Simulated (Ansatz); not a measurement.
The same path of FH₅OSi₂ (9 atoms, charge 0, multiplicity 1) was run twice with different band settings. The coordinate that changes most is the dihedral Si2–O3–Si4–H9.

Theory: RKS PBE-D4/6-31G* in Ansatz 0.2.0.

Relaxed end points:

```xyz
9
Properties=species:S:1:pos:R:3
F -1.703 1.199 -1.374
Si -0.182 1.304 -0.825
O 0.405 -0.197 -0.462
Si 0.292 -1.334 0.762
H 0.670 1.867 -1.913
H -0.201 2.153 0.409
H 1.599 -2.060 0.839
H -0.806 -2.310 0.466
H 0.014 -0.668 2.080
```

```xyz
9
Properties=species:S:1:pos:R:3
F -1.383 2.051 -0.234
Si -0.093 1.289 -0.852
O -0.177 -0.330 -0.538
Si 0.114 -1.359 0.752
H -0.113 1.461 -2.334
H 1.128 1.869 -0.206
H 1.080 -0.736 1.718
H 0.699 -2.626 0.212
H -1.167 -1.666 1.466
```

Common settings: movable images 7; climbing image yes; spring 5.0 eV/Å²; optimiser quadratic models (default); start path through a guess of the saddle point; iteration limit 60; end points relaxed.

| run | force threshold |
| --- | --- |
| 1 | 0.03 eV/Å |
| 2 | 0.5 eV/Å |

Problem. What does each run give, and how far can it be trusted?

Solution. Run 1: converged after 6 iterations, highest image 0.011 eV above the first end. A vibrational analysis at the climbing image gives one clearly imaginary mode, 46i cm⁻¹: a first-order saddle point.
Run 2: converged after 4 iterations, highest image 0.013 eV above the first end. The threshold of 0.5 eV/Å is loose, so the images may lie well off the minimum-energy path. Another band between the same ends (7 images) ends at a top of the same energy, where a vibrational analysis finds 1 clearly imaginary mode.
